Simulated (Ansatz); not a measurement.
One change: `BC(=O)CCl` becomes `BC(=O)OC`.

Ansatz, PBE0-D4/def2-TZVP geometries, multiplicity 1. Each molecule was computed in one conformer, which needn't be the lowest.

```json
{"property": "zero-point energy (PBE0-D4/def2-TZVP) / kJ/mol", "`BC(=O)CCl`": "152.7"}
{"property": "HOMO–LUMO gap (PBE0/def2-TZVPP) / eV", "`BC(=O)CCl`": "6.22"}
{"property": "HOMO energy (PBE0/def2-TZVPP) / eV", "`BC(=O)CCl`": "-7.27"}
{"property": "LUMO energy (B3LYP/def2-TZVPP) / eV", "`BC(=O)CCl`": "-1.31"}
{"property": "LUMO energy (PBE0/def2-TZVPP) / eV", "`BC(=O)CCl`": "-1.05"}
{"property": "LUMO energy (PBE/def2-TZVPP) / eV", "`BC(=O)CCl`": "-2.16"}
```

What does the change do to each property? (Estimate.)

Computed: 
```
                                      property  `BC(=O)OC`  shift
zero-point energy (PBE0-D4/def2-TZVP) / kJ/mol       190.2   37.5
          HOMO–LUMO gap (PBE0/def2-TZVPP) / eV        6.25   0.03
            HOMO energy (PBE0/def2-TZVPP) / eV       -8.07  -0.80
           LUMO energy (B3LYP/def2-TZVPP) / eV       -2.06  -0.75
            LUMO energy (PBE0/def2-TZVPP) / eV       -1.82  -0.77
             LUMO energy (PBE/def2-TZVPP) / eV       -2.82  -0.66
```

The zero-point energy changes by 37.5 kJ/mol with +3 modes.

B3LYP here is the variant with VWN-RPA as its local correlation; programs differ in this.
